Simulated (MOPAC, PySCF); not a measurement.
C₂HNO, SMILES `O=c1cn1`, neutral singlet in the gas phase. 

Z-matrix (Å, degrees):
```
C
N 1 1.3022
H 1 1.0877 2 134.70
C 1 1.3889 3 162.33 2 -180.00
O 4 1.1853 1 159.02 3 0.00
```
Charge 0, multiplicity 1.

All levels are single points at this geometry (PBE0-D3(BJ)/def2-TZVP); Pople sets use spherical d functions. Orbital energies aren't observables, and empty levels follow the basis.

B3LYP/3-21G in PySCF gives dipole (D) = 3.20.

Q: Estimate the dipole (D) from each of these levels: PBE0-D3(BJ)/def2-TZVP in PySCF; B3LYP/6-311+G** in PySCF; BP86/6-31G* in PySCF; M06-2X/6-31G* in PySCF; AM1 in MOPAC.

A: 
| level | dipole (D) |
|---|---|
| PBE0-D3(BJ)/def2-TZVP in PySCF | 3.62 |
| B3LYP/6-311+G** in PySCF | 3.71 |
| BP86/6-31G* in PySCF | 3.21 |
| M06-2X/6-31G* in PySCF | 3.51 |
| AM1 in MOPAC | 2.91 |
